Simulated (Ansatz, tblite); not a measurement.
Two members of one family (Series MnX2), computed with Ansatz in the gas phase. HOMO and LUMO are taken over both spins. Binding counts from free atoms in the multiplicity of their measured ground term, without zero-point energy. The spins of the ions were chosen, not always searched. Names give formal oxidation states. A dash marks a value that wasn't run or was left out as unsound. The structures are stationary points that may keep the symmetry of their start. Remarks come from the PBE and PBE0 runs and from stability tests at other levels; not every state was tested. A HOMO above zero means that the electron is unbound at that level and held by the basis, or that self-interaction error raises the level; the energy of removing that electron tells which.

First: Mn(NH2)2 (sextet, charge 0, r2SCAN-D4/def2-TZVP geometry; reduced ion quintet).

Cartesian coordinates in Å:
```
Mn -0.0033 0.0004 0.0016
N 0.2784 -1.6744 0.8156
H 0.3722 -1.8456 1.8076
H 0.3616 -2.5626 0.3386
N -0.2787 1.6752 -0.8146
H -1.1736 2.1000 -1.0159
H 0.4434 2.3070 -1.1329
```

| level | HOMO (eV) | LUMO (eV) | gap (eV) | vertical EA (eV) | binding per atom (eV) |
| --- | --- | --- | --- | --- | --- |
| PBE-D4/def2-TZVPD | -4.73 | -2.95 | 1.77 | 0.45 | 3.31 |
| revPBE-D4/def2-TZVP | -4.43 | -2.64 | 1.80 | – | 3.19 |
| r2SCAN-D4/def2-TZVP | -4.83 | -1.96 | 2.87 | – | 3.17 |
| r2SCAN-D4/def2-TZVPD | -5.01 | -2.13 | 2.88 | 0.20 | 3.18 |
| PBE0-D4/def2-TZVP | -6.00 | -1.54 | 4.46 | – | 3.13 |

Metal–donor distances: 2 × N 1.88 Å. The relaxed quartet lies at 0.82 eV (PBE-D4/def2-TZVP) to 1.60 eV (PBE0-D4/def2-TZVP) from the sextet. Remarks: spin-contaminated (⟨S²⟩ up to 2.38) (doublet), spin-contaminated (⟨S²⟩ up to 4.04) (quartet), HOMO above zero (-1 quintet), spin-contaminated (⟨S²⟩ up to 6.31) (-1 quintet).

Second: MnMe2 (sextet, charge 0, r2SCAN-D4/def2-TZVP geometry; reduced ion quintet).

Cartesian coordinates in Å:
```
Mn -0.023 -0.012 -0.020
C 1.311 0.200 -1.583
H 2.287 -0.248 -1.357
H 1.501 1.252 -1.827
H 0.955 -0.275 -2.505
C -1.314 -0.201 1.580
H -2.222 -0.760 1.323
H -1.644 0.772 1.964
H -0.852 -0.727 2.425
```

Estimate how these quantities change from the first to the second (second minus first).


| level | Δ HOMO (eV) | Δ LUMO (eV) | Δ gap (eV) | Δ vertical EA (eV) | Δ binding per atom (eV) |
| --- | --- | --- | --- | --- | --- |
| PBE-D4/def2-TZVPD | -0.57 | -0.53 | 0.04 | 0.30 | 0.22 |
| revPBE-D4/def2-TZVP | -0.78 | -0.68 | 0.10 | – | 0.27 |
| r2SCAN-D4/def2-TZVP | -0.68 | -0.54 | 0.14 | – | 0.33 |
| r2SCAN-D4/def2-TZVPD | -0.51 | -0.37 | 0.14 | 0.19 | 0.31 |
| PBE0-D4/def2-TZVP | -0.45 | -0.35 | 0.10 | – | 0.34 |

Metal–donor distances: 2 × C 2.06 Å. Remarks: spin-contaminated (⟨S²⟩ up to 1.96) (doublet), spin-contaminated (⟨S²⟩ up to 4.73) (quartet), HOMO above zero (-1 quintet), spin-contaminated (⟨S²⟩ up to 6.25) (-1 quintet).
